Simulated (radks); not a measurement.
Excited configurations of the boron ion B3+: one electron is placed in a higher orbital outside 1s1. The ground configuration is [He]. Method: scalar-relativistic Kohn-Sham, BLYP, spin-polarised, spherical densities, finite nucleus; open shells are filled with parallel spins first; Fermi nuclear charge, rms radius 2.406 fm; computed with a radial shooting solver on a logarithmic mesh with Libxc functionals. Excitation = E - E(ground); binding = E(ion) - E, where the ion is the core of charge +4; n* = 4/sqrt(2 binding) in atomic units, and the quantum defect is n - n*.

| outer orbital | excitation (eV) | binding (eV) | n* | quantum defect | <r> (bohr) |
|---|---|---|---|---|---|
| 2s | 198.49 | 61.000 | 1.889 | 0.111 | 1.346 |
| 3d | 235.27 | 24.213 | 2.998 | 0.002 | 2.611 |
| 4d | 245.42 | 14.065 | 3.934 | 0.066 | 5.112 |
| 4f | 245.78 | 13.703 | 3.986 | 0.014 | 4.452 |
| 5s | 249.79 | 9.691 | 4.740 | 0.260 | 8.590 |
| 5d | 250.28 | 9.202 | 4.864 | 0.136 | 8.288 |
| 5f | 250.44 | 9.047 | 4.905 | 0.095 | 7.655 |
| 6p | 252.82 | 6.661 | 5.717 | 0.283 | 12.32 |
| 6f | 253.06 | 6.423 | 5.822 | 0.178 | 11.51 |
| 7f | 254.68 | 4.808 | 6.729 | 0.271 | 16.03 |

The Delta-SCF ionisation energy is 259.49 eV (NIST Atomic Spectra Database: 259.37 eV, theoretical). Self-interaction in the functional shifts the binding energies and quantum defects, so they are the method's values and not measured ones.
